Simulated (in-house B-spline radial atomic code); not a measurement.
Cd. Computed with a B-spline radial atomic code. Model: non-relativistic spherical atom: semilocal Troullier-Martins pseudo-atom, one channel per l, against all electrons, high spin, G0W0 and RPA with empty states to l = 8, local potential for every l without a channel, a model core (radius 0 = none) keeps its share of the functional.

Without relativity these are model numbers for so heavy an element.

What the tables leave out is listed at the end.

The pseudopotential gives back the lowest level of each angular momentum of its own functional in the configuration it was made in; a second state of the same l is only approximately right. Exact exchange, RPA and GW see the smooth pseudo-orbitals and miss the exchange with the core, for which the functional's share stands in. The column with an uncorrelated core keeps all orbitals and exact exchange, and so separates missing core correlation from pseudisation. Only the three outermost levels and the lowest empty one were computed. RPA here is direct RPA, with no exchange kernel, and its energies carry an (l + 1/2)⁻⁴ tail. A hybrid on a potential with a model core restores only its own semilocal share of the core's exchange.

Command:
```bash
python run_psgw.py task.json out
```
Settings (lengths in bohr, energies in hartree):
```
Z                      48
electrons              48
configuration          [Kr] 4d10 5s2
generated_in           [Kr] 4d10 5s2
functional             lda,vwn
core_shells            7
radius_factor          1
core_correction        False
ion_configuration      [Kr] 4d10 5s1
```

Cost of the run: 54 s on 1 thread of Intel(R) Xeon(R) Platinum 8488C (Sapphire Rapids), on a shared host.

Given: made with LDA VWN5; model core radius 0 bohr; local radius 1.098 bohr; mean-field start LDA VWN5.

Valence shells of the generating configuration: 4p, 4d, 5s.

Channel: s 2.431, p 0.863, d 0.972 (radii in bohr).

Computed: largest level miss in the spin-unpolarised generating configuration 0 eV; valence RPA correlation energy all-electron orbitals -1.1602 hartree; valence RPA correlation energy pseudo -1.3312 hartree; all-electron RPA polarisability, core included 41.746 bohr³; ionisation by mean-field all-electron 8.8546 eV; ionisation by mean-field pseudo minus all 0.001 eV; ionisation by RPA pseudo minus all 0.632 eV.

| level | occupied | mean-field all-electron (eV) | mean-field pseudo minus all (eV) | G0W0 all-electron (eV) | G0W0 uncorrelated core minus all (eV) | G0W0 pseudo minus all (eV) | exchange self-energy all-electron (eV) | exchange self-energy pseudo (eV) |
| --- | --- | --- | --- | --- | --- | --- | --- | --- |
| 5s | 1 | -5.5573 | 0 | -8.5745 | -0.014 | -0.633 | -11.184 | -11.356 |

Task: What is the ionisation by RPA all-electron?

Result: 8.837 eV.

Task: What is the pseudo-atom RPA polarisability?

Result: 41.799 bohr³.

Given: mean-field start PBE0.

Computed: valence RPA correlation energy all-electron orbitals -1.0936 hartree; valence RPA correlation energy pseudo -1.2685 hartree; all-electron RPA polarisability, core included 39.588 bohr³; ionisation by mean-field pseudo minus all 0.244 eV; ionisation by RPA all-electron 8.6607 eV; ionisation by RPA pseudo minus all 0.651 eV.

```
level  occupied  mean-field all-electron (eV)  mean-field pseudo minus all (eV)  G0W0 all-electron (eV)  G0W0 uncorrelated core minus all (eV)  G0W0 pseudo minus all (eV)  exchange self-energy all-electron (eV)  exchange self-energy pseudo (eV)
   5s         1                       -5.9494                            -0.183                  -8.536                                 -0.011                      -0.674                                 -10.783                           -11.519
```

Task: What is the ionisation by mean-field all-electron?

Result: 8.2504 eV.

Task: What is the pseudo-atom RPA polarisability?

Result: 36.636 bohr³.

Given: mean-field start Hartree-Fock.

Computed: valence RPA correlation energy all-electron orbitals -0.94668 hartree; valence RPA correlation energy pseudo -1.1241 hartree; all-electron RPA polarisability, core included 34.711 bohr³; pseudo-atom RPA polarisability 24.575 bohr³; ionisation by mean-field all-electron 6.9121 eV; ionisation by RPA all-electron 8.2428 eV.

```
level  occupied  mean-field all-electron (eV)  mean-field pseudo minus all (eV)  G0W0 all-electron (eV)  G0W0 uncorrelated core minus all (eV)  G0W0 pseudo minus all (eV)  exchange self-energy all-electron (eV)  exchange self-energy pseudo (eV)
   5s         1                       -7.2071                            -1.078                 -8.4486                                 -0.007                      -0.645                                 -9.8946                           -12.564
```

Task: What is the ionisation by RPA pseudo minus all?

Result: 0.759 eV.

Task: What is the ionisation by mean-field pseudo minus all?

Result: 1.002 eV.

Among the listed levels the largest G0W0 shift of the pseudo-atom is -0.67 eV, for 5s on the PBE0 start, while leaving the core uncorrelated moves that level by -0.01 eV. So pseudisation and the lost core exchange, not the missing core correlation, make the error. Not in the tables (levels of low weight, unsolved or above zero; the highest and the empty levels are kept at any weight): on LDA the G0W0 levels 4d (pseudo minus all +0.27 eV, weights 0.52 and 0.02), 4p (pseudo minus all +0.57 eV, weights 0.24 and 0.04), 5p (pseudo minus all +0.03 eV, weights 0.90 and 0.90); on PBE0 the G0W0 levels 4d (pseudo minus all +0.60 eV, weights 0.73 and 0.41), 4p (pseudo minus all +0.52 eV, weights 0.02 and 0.06), 5p (pseudo minus all +0.10 eV, weights 0.94 and 0.93); on Hartree-Fock the G0W0 levels 4d (pseudo minus all +1.69 eV, weights 0.91 and 0.59), 4p (pseudo minus all +3.48 eV, weights 0.46 and 0.34).
